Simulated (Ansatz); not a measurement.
```xyz
3

H     0.0000    0.0000   -1.0500
C     0.0000    0.0000    0.0000
C     0.0000    0.0000    2.3180
```

Basis set: 6-31G (spherical functions). Charge 0, multiplicity 2.

Computed with Ansatz (development build ahead of 0.2.0); each method stands on the lowest determinant of its kind that the runs found.

The atomization energy at this shape (free ground-state atoms in the same class of orbitals less the molecule, no zero-point energy) of doublet C₂H:

| method | atomization energy |
| --- | --- |
| PBE0 (unrestricted) | 4.37 eV |
| UHF | 2.89 eV |

Problem. What does PBE (unrestricted) give?

Solution. 5.09 eV. Caution: the shape is not the minimum; the unrestricted determinant is a mixture of spin states.

This basis has no polarisation functions and is too small for such energies, which can lie far from measured ones in either direction.
